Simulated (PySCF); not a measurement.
**Os²⁺ (osmium, charge +2) across methods**

[Xe] 4f14 5d6, high-spin 5D determinant. Computed with PySCF 2.14 in x2c-TZVPPall (11s7p7d3f1g, 97 functions), with the spin-free X2C one-electron Hamiltonian (Gaussian nucleus).

| method | E (hartree) | mean ε 5p β (eV) | mean ε 5d α (eV) | mean ε 5d β (eV) | Σ⟨r²⟩ (bohr²) | ⟨S²⟩ |
| --- | --- | --- | --- | --- | --- | --- |
| LC-wPBE | -17254.26 | -71.775 | -28.400 | -25.847 | 42.28 | 6.002 |
| PBE | -17254.49 | -66.740 | -24.059 | -21.626 | 42.60 | 6.001 |
| PBE0 | -17254.28 | -69.346 | -25.694 | -23.022 | 42.33 | 6.002 |
| LDA | -17243.61 | -67.260 | -24.237 | -21.842 | 42.66 | 6.001 |
| revPBE | -17254.96 | -66.631 | -23.995 | -21.566 | 42.54 | 6.002 |
| r2SCAN0 | -17254.36 | -70.053 | -25.948 | -23.249 | 42.16 | 6.003 |
| r2SCAN | -17254.58 | -67.686 | -24.368 | -21.879 | 42.30 | 6.003 |

(1) Estimate the same row for UHF.

Spin-orbit coupling, absent here, splits the open shell strongly.

Results:

(1) E (hartree) = -17249.18688; mean ε 5p β (eV) = -75.857; mean ε 5d α (eV) = -29.863; mean ε 5d β (eV) = -26.185; Σ⟨r²⟩ (bohr²) = 42.07; ⟨S²⟩ = 6.006.
